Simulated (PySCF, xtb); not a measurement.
SiOCl2, SMILES O=[Si](Cl)Cl.

GFN2-xTB (xtb) at its own geometry gives an orbital gap of 5.54 eV and a dipole moment of 2.92 D.

Geometry optimised at PBE-D3(BJ)/def2-SVP.

### Question
What does PBE/def2-TZVPD in PySCF give? (The exact figures need the calculation; the answer reports its results.)

### Answer
gap 4.14 eV (levels -7.41 and -3.27 eV), dipole 2.91 D.
